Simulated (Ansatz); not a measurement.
Species: CH2OS2, SMILES `O=CSS` (O–C–S–S torsion 5°, C–S–S–H torsion -85°) (charge 0, multiplicity 1).

**Question.** Give a relaxed geometry from B3LYP-D3(BJ)/def2-TZVP (Ansatz, an electronic-structure program).

**Answer.** Several could match; the one computed here: the end point of this relaxation, one of several conformers (outside a Z-matrix the atoms follow the SMILES, hydrogens last).
Cartesian coordinates (Å) in one orientation:
```xyz
6

O     -1.252     0.661     0.798
C     -1.114    -0.099    -0.110
S      0.414    -0.854    -0.672
S      1.803    -0.227     0.712
H     -1.940    -0.443    -0.762
H      2.088     0.962     0.150
```
